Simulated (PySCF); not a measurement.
Species: ethylguaiacol, C₉H₁₂O₂.
SMILES with atom numbers: `[CH3:1][CH2:2][c:3]1[cH:4][cH:5][c:6]([OH:7])[c:8]([O:9][CH3:10])[cH:11]1` (hydrogens: H12, H13, H14 on C1; H15, H16 on C2; H17 on C4; H18 on C5; H19 on O7; H20, H21, H22 on C10; H23 on C11)

Cartesian coordinates in Å at the PBE0-D3(BJ)/def2-SVP level; atoms count from 1:
```
atom  x, y, z in Å
C1     2.681   -1.332    0.876
C2     2.253   -0.740   -0.465
C3     1.054    0.163   -0.350
C4     1.197    1.531   -0.117
C5     0.084    2.358    0.050
C6    -1.197    1.827   -0.011
O7    -2.288    2.600    0.146
C8    -1.353    0.446   -0.250
O9    -2.653    0.048   -0.299
C10   -2.935   -1.304   -0.525
C11   -0.243   -0.372   -0.416
H12    2.946   -0.537    1.590
H13    1.864   -1.917    1.328
H14    3.552   -1.996    0.764
H15    2.033   -1.557   -1.173
H16    3.093   -0.175   -0.901
H17    2.198    1.966   -0.067
H18    0.194    3.430    0.227
H19   -3.055    2.017    0.057
H20   -4.027   -1.409   -0.513
H21   -2.553   -1.640   -1.506
H22   -2.503   -1.946    0.263
H23   -0.370   -1.440   -0.602
```

All values: PBE0/pcSseg-1 (PySCF, non-relativistic), on one gas-phase PBE0-D3(BJ)/def2-SVP geometry that isn't relaxed in the solvent. The solvent is an IEF-PCM continuum (Bondi radii, 1.10 Å for H, scaled by 1.2). Specific hydrogen bonds and non-electrostatic terms are outside this model.

```
run  E − E(gas) (kcal/mol)  HOMO (eV)  HOMO–LUMO gap (eV)  dipole (D)
gas                   0.00      -5.91                5.99        2.89
  P                  -2.71      -5.95                6.00        3.29
  Q                  -5.09      -6.01                6.00        3.66
```

Q: The runs were made in benzene and tetrahydrofuran. Which run belongs to which solvent?

A: P = benzene, Q = tetrahydrofuran. The dielectric constants are 2.271 (benzene), 7.426 (tetrahydrofuran), and the energy falls further as ε rises. In this model the ground state sees the solvent through ε alone.

Q: How constant is the ratio of the lowering to (ε − 1)/(2ε + 1)?

A: 
| solvent | (ε − 1)/(2ε + 1) | E − E(gas) (kcal/mol) | ratio (kcal/mol) | polarisation term (kcal/mol) |
| --- | --- | --- | --- | --- |
| benzene | 0.229 | -2.71 | -11.8 | -2.87 |
| tetrahydrofuran | 0.405 | -5.09 | -12.5 | -5.66 |

The ratio changes by +6.0 % in size from benzene to tetrahydrofuran. The polarisation term is half the interaction of the solute with the induced surface charges.

Hardware: one thread of an Arm Neoverse V1 (shared host). Cost: 54 s wall, 1.6 GiB resident at most. This is the whole shielding run at PBE0/pcSseg-1 in tetrahydrofuran, SCF included.
